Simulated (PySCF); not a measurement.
## Potential energy of SrF along the bond

Set-up: Sr def2-SVPD with ECP28, F def2-SVPD; scalar-relativistic core potentials (PySCF 2.14). Energies in eV from Sr + F in their ground configurations at the same level. State: ²Σ⁺ (doublet), unpaired electrons σ ↑.

```csv
R (Å),B2PLYP
1.822,-4.431
1.907,-5.022
1.992,-5.351
2.055,-5.473
2.119,-5.515
2.183,-5.498
2.267,-5.407
2.373,-5.222
2.500,-4.942
2.670,-4.529
```

Put a parabola through the three lowest points of the B2PLYP curve and estimate Re, k and ωe (reduced mass 15.62 u; 1 eV/Å² = 0.16022 mdyn/Å; ωe = 1302.8·√(k/μ) cm⁻¹).

Through R = 2.055, 2.119, 2.183 Å the second-order coefficient is 7.20 eV/Å², so Re ≈ 2.133 Å, k ≈ 2.31 mdyn/Å and ωe ≈ 501 cm⁻¹. A polynomial fit of higher order to the unrounded B2PLYP energies gives Re = 2.129 Å, k = 2.25 mdyn/Å, ωe = 494 cm⁻¹; anharmonicity and rounding make the difference.

The higher-order fit for each curve: B2PLYP: Re = 2.129 Å, ωe = 494 cm⁻¹, De = 5.52 eV.

Correlated steps freeze 1 core orbital. Spin–orbit coupling is left out. B2PLYP dipoles, levels and charges come from its SCF part alone. The state is the lowest determinant that a PBE0 search found; another state may lie lower at other levels.
